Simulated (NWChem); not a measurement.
The numbers come from NWChem runs, not from measurements. System: HIn, charge 0, spin multiplicity 1, at a geometry optimised with PBE/def2-SVP with def2 effective core potentials on In. The structure started from a generated list of species. Level: PBE/def2-TZVP with def2 effective core potentials on In.

Job file:

```
start mol
memory heap 200 mb stack 900 mb global 1100 mb
geometry units angstroms nocenter noautoz
  In     0.000000     0.000000     0.037722
  H      0.000000     0.000000    -1.848379
  symmetry group C2v
end
basis spherical
  * library def2-tzvp
end
ecp
  In library def2-ecp
end
dft
  xc xpbe96 cpbe96
  semidirect memsize 60000000 filesize 0
  iterations 100
end
task dft energy
```

Output (cleaned and shortened):

```
             Northwest Computational Chemistry Package (NWChem) 7.3.0
             --------------------------------------------------------

                                NWChem Input Module
                                -------------------

 Scaling coordinates for geometry "geometry" by  1.889725989
 (inverse scale =  0.529177249)

 Turning off AUTOSYM since
 SYMMETRY directive was detected!

                             Geometry "geometry" -> ""
                             -------------------------

 Output coordinates in angstroms (scale by  1.889725989 to convert to a.u.)

  No.       Tag          Charge          X              Y              Z
 ---- ---------------- ---------- -------------- -------------- --------------
    1 In                  49.0000     0.00000000     0.00000000     0.03772200
    2 H                    1.0000     0.00000000     0.00000000    -1.84837900

 Effective nuclear repulsion energy (a.u.)      13.7477713023

            Nuclear Dipole moment (a.u.)
            ----------------------------
        X                 Y               Z
 ---------------- ---------------- ----------------
     0.0000000000     0.0000000000    -0.0000018897

      Symmetry information
      --------------------

 Group name             C2v
 Group number             16
 Group order               4
 No. of unique centers     2

      Symmetry unique atoms

     1    2


 Summary of "ao basis" -> "" (spherical)
 ------------------------------------------------------------------------------
       Tag                 Description            Shells   Functions and Types
 ---------------- ------------------------------  ------  ---------------------
 *                         def2-tzvp                  on all atoms

 Summary of "ao basis" -> "ao basis" (spherical)
 ------------------------------------------------------------------------------
       Tag                 Description            Shells   Functions and Types
 ---------------- ------------------------------  ------  ---------------------
 In                        def2-tzvp                16       50   6s5p3d2f
[...]
     5      0.704957  1 In s                  2      0.696367  1 In s
     1     -0.513237  1 In s                  3     -0.432413  1 In s
     6      0.317389  1 In s                  4     -0.245480  1 In s
    52      0.154350  2 H  s                 51      0.097445  2 H  s
    53      0.084349  2 H  s                 15     -0.067195  1 In pz

 Vector   11  Occ=2.000000D+00  E=-1.760641D-01  Symmetry=a1
              MO Center= -1.3D-16,  5.9D-16, -4.5D-01, r^2= 3.6D+00
   Bfn.  Coefficient  Atom+Function         Bfn.  Coefficient  Atom+Function
  ----- ------------  ---------------      ----- ------------  ---------------
     5      0.341209  1 In s                  6      0.324937  1 In s
     2      0.322899  1 In s                 53     -0.292650  2 H  s
    52     -0.263409  2 H  s                  1     -0.237873  1 In s
    15      0.236838  1 In pz                18      0.235404  1 In pz
    12     -0.222338  1 In pz                 3     -0.202332  1 In s

 Vector   12  Occ=0.000000D+00  E=-8.968921D-02  Symmetry=b1
              MO Center=  1.9D-16,  2.3D-16,  3.0D-02, r^2= 4.5D+00
   Bfn.  Coefficient  Atom+Function         Bfn.  Coefficient  Atom+Function
  ----- ------------  ---------------      ----- ------------  ---------------
    16      0.507258  1 In px                13      0.341087  1 In px
    19      0.329306  1 In px                10     -0.307862  1 In px
     7     -0.048051  1 In px

 Vector   13  Occ=0.000000D+00  E=-8.968921D-02  Symmetry=b2
              MO Center= -1.6D-16, -7.1D-16,  3.0D-02, r^2= 4.5D+00
   Bfn.  Coefficient  Atom+Function         Bfn.  Coefficient  Atom+Function
  ----- ------------  ---------------      ----- ------------  ---------------
    17      0.507258  1 In py                14      0.341087  1 In py
    20      0.329306  1 In py                11     -0.307862  1 In py
     8     -0.048051  1 In py

 Vector   14  Occ=0.000000D+00  E= 2.317698D-02  Symmetry=a1
              MO Center=  3.7D-14,  2.3D-14,  4.5D-01, r^2= 8.3D+00
   Bfn.  Coefficient  Atom+Function         Bfn.  Coefficient  Atom+Function
  ----- ------------  ---------------      ----- ------------  ---------------
    53      1.096133  2 H  s                 21      0.950990  1 In pz
     6     -0.438069  1 In s                 18      0.382169  1 In pz
     5     -0.348783  1 In s                  2     -0.213736  1 In s
     1      0.157283  1 In s                 24     -0.137100  1 In d  0
     3      0.129947  1 In s                 15      0.123345  1 In pz

 center of mass
 --------------
 x =   0.00000000 y =   0.00000000 z =   0.04029430

 moments of inertia (a.u.)
 ------------------
          12.691708724182           0.000000000000           0.000000000000
           0.000000000000          12.691708724182           0.000000000000
           0.000000000000           0.000000000000           0.000000000000

     Multipole analysis of the density
     ---------------------------------

     L   x y z        total         alpha         beta         nuclear
     -   - - -        -----         -----         ----         -------
     0   0 0 0     -0.000000    -11.000000    -11.000000     22.000000

     1   1 0 0     -0.000000     -0.000000     -0.000000      0.000000
     1   0 1 0     -0.000000     -0.000000     -0.000000      0.000000
     1   0 0 1      0.400139      1.198050      1.198050     -1.995961

     2   2 0 0    -16.520820     -8.260410     -8.260410      0.000000
     2   1 1 0     -0.000000     -0.000000     -0.000000      0.000000
     2   1 0 1     -0.000000     -0.000000     -0.000000      0.000000
     2   0 2 0    -16.520820     -8.260410     -8.260410      0.000000
     2   0 1 1     -0.000000     -0.000000     -0.000000      0.000000
     2   0 0 2    -23.787632    -18.047451    -18.047451     12.307269

 Task  times  cpu:        1.4s     wall:        1.4s

 Total times  cpu:        1.4s     wall:        1.4s
```
